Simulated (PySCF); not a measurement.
HCl$_{2}$GaS (SMILES [SH][Ga]([Cl])[Cl]), singlet, geometry from GFN2-xTB (such geometries of metal compounds can be far from the true shape).

Input for PySCF:
```python
from pyscf import gto, scf, dft

mol = gto.M(
    atom='''
Ga    0.039434   -0.016497    0.010711
Cl    2.025953   -0.653465   -0.070567
Cl   -1.069759   -0.201212    1.784447
S    -0.961369    0.874962   -1.773244
H    -2.095846    1.041523   -1.096079
''',
    basis='def2-sv(p)',
    charge=0,
    spin=0,
    verbose=4,
    max_memory=1800,
)

mf = dft.RKS(mol)
mf.xc = 'camb3lyp'
mf = mf.density_fit(auxbasis='def2-universal-jkfit')
mf.kernel()
```

Q: What does this run give for the nuclear repulsion energy, total energy, HOMO-LUMO gap, dipole moment?

A: 
The nuclear repulsion energy is 520.3005 Eh and the total energy is -3243.6808 Eh. The HOMO-LUMO gap comes out as 9.00 eV and the dipole moment is 0.99 D.
